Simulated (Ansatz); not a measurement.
Na₂Sn. Charge 0, multiplicity 1. Geometry relaxed at r2SCAN-D4/def2-TZVP.

Cartesian coordinates in Å:
```
Na -0.1084 -1.9176 -1.0016
Na -1.2046 1.2625 1.2834
Sn 1.3130 0.6551 -0.2818
```

In the def2 sets Sn takes a core potential; there is no spin–orbit coupling. The restricted singlet is unstable: a solution with broken spin symmetry lies lower. The geometry of the singlet was relaxed on an unsound state (restricted singlet, unstable towards broken spin symmetry). At PBE0-D4/def2-TZVP a triplet of charge 0 lies 0.34 eV below the restricted singlet, each at its own geometry. The structure comes from a short search, and lower isomers may exist.

**Question.** Estimate the harmonic wavenumbers at RKS r2SCAN-D4/def2-TZVP (Ansatz, unscaled). Is this a minimum?

**Answer.** 63, 181, 181 cm⁻¹. Yes, no mode is imaginary beyond noise. Zero-point energy 2.5 kJ/mol. It took 15 s on 4 threads of Arm Neoverse V2 on a shared host.
